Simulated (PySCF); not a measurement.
This script is equivalent to a calculation on Tl⁺ (thallium, charge +1).

```python
from pyscf import gto, scf, dft, mp, cc
import basis_set_exchange as bse
txt = bse.get_basis("aug-cc-pVDZ-PP", elements=["Tl"], fmt="nwchem", header=False)
cut = txt.index("\nECP")
mol = gto.M(atom="Tl 0 0 0", charge=1, spin=0, symmetry="D2h",
            basis=gto.basis.parse(txt[:cut]),
            ecp={"Tl": gto.basis.parse_ecp(txt[cut:])})
mf = dft.UKS(mol, xc="WB97M_V")
mf.irrep_nelec = {'Ag': (4, 4), 'B1g': (1, 1), 'B2g': (1, 1), 'B3g': (1, 1), 'B1u': (1, 1), 'B2u': (1, 1), 'B3u': (1, 1)}
mf.kernel()
```

(1) What total energy does it give?

(2) Which occupied shell lies highest, and where?

Energies and moments cover only the electrons outside the core potential. Spin-orbit coupling, which splits the p, d and f shells strongly at this Z, is absent.

Answers

(1) -172.217 hartree (calculated).

(2) 6s, at -19.191 eV.
